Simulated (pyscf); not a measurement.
**H₃C–C(CH₃)(CH₃)–O–B(OH)–OH, singlet**

Gas-phase minimum from PySCF at ωB97X-D3(BJ)/def2-SVP, one conformer. 

```
C
O 1 1.4375
B 2 1.3631 1 126.35
O 3 1.3725 2 122.86 1 0.02
H 4 0.9635 3 110.59 2 -179.97
O 3 1.3741 2 118.58 1 -179.99
H 6 0.9635 3 110.79 2 0.03
C 1 1.5284 2 104.95 3 -179.99
H 8 1.1008 1 110.15 2 59.72
H 8 1.1008 9 108.27 1 120.50
H 8 1.1009 9 108.71 10 117.94
C 1 1.5308 2 109.68 3 -61.33
H 12 1.0988 1 110.77 2 64.41
H 12 1.1012 13 108.68 1 -121.32
H 12 1.1014 13 108.76 14 -117.72
C 1 1.5308 2 109.68 3 61.35
H 16 1.0988 1 110.77 2 -64.43
H 16 1.1012 17 108.68 1 121.32
H 16 1.1014 17 108.76 18 117.72
```
Charge 0, spin multiplicity 1.

Properties at ωB97X-D3(BJ)/def2-SVP:

- Harmonic wavenumbers, unscaled = 68, 112, 174, 215, 272, 281, 311, 336, 354, 411, 456, 465, 490, 541, 563, 687, 753, 854, 936, 941, 963, 978, 1029, 1050, 1055, 1090, 1257, 1286, 1296, 1402, 1403, 1417, 1452, 1452, 1470, 1471, 1480, 1486, 1501, 1512, 3068, 3070, 3075, 3161, 3163, 3170, 3173, 3189, 3192, 3919, 3922 cm⁻¹
- Zero-point energy = 102.0 kcal/mol
- Rotational symmetry number = 1
- Entropy of this conformer at 298 K and 1 atm, rigid rotor and harmonic oscillator, modes under 100 cm⁻¹ raised to 100 = 387.2 J/(mol K)
- Dipole moment = 0.28 D

Single-point totals, which compare only within one level:

```json
[
 {"level": "ωB97X-D3(BJ)/def2-TZVP", "total energy (hartree)": "-410.05828"},
 {"level": "PBE/def2-TZVP", "total energy (hartree)": "-409.39787"},
 {"level": "r²SCAN/def2-TZVP", "total energy (hartree)": "-409.68229"},
 {"level": "B3LYP-D3(BJ)/def2-TZVP", "total energy (hartree)": "-409.94432"},
 {"level": "PBE0-D3(BJ)/def2-TZVP", "total energy (hartree)": "-409.44829"},
 {"level": "M06-2X/def2-TZVP", "total energy (hartree)": "-409.74153"},
 {"level": "ωB97M-D3(BJ)/def2-TZVP", "total energy (hartree)": "-410.01368"}
]
```

Soft torsions are taken as harmonic, which can shift the entropy by several J/(mol K).
